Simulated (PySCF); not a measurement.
## Vibration and rotation of AsF

UHF-CCSD(T) constants of AsF, ³Σ⁻ (triplet), unpaired electrons π ↑↑ (As 6-31G(d,p), F 6-31G(d,p); no relativity (PySCF 2.14); masses 74.9216 and 18.9984 u):

| Item | Value |
| --- | --- |
| ωe | 700.9 cm⁻¹ |
| ωexe | 3.11 cm⁻¹ |
| Be | 0.35845 cm⁻¹ |
| αe | 0.00226 cm⁻¹ |
| De to As + F | 3.54 eV |

Question: What force constant and bond length do these constants imply?

Answer: Reduced mass μred = 15.155 u; k = 5.8918×10⁻⁷·μred·ωe² (u, cm⁻¹, mdyn/Å) = 4.39 mdyn/Å; Re = √(16.8576/(μred·Be)) (u, cm⁻¹, Å) = 1.762 Å.

Question: Estimate the centrifugal constant D from the Kratzer relation and find the Dunham coefficient a1.

Answer: D = 4Be³/ωe² = 3.75e-07 cm⁻¹; a1 = −1 − αeωe/(6Be²) = -3.05.

Correlated steps freeze 10 core orbitals. Correlated levels converge slowly with the basis: in double zeta they bind strong bonds too weakly, by up to about 1 eV, and carry superposition errors of some tenths. Spin–orbit coupling is left out. The state is the lowest determinant that a PBE0 search found; another state may lie lower at other levels.
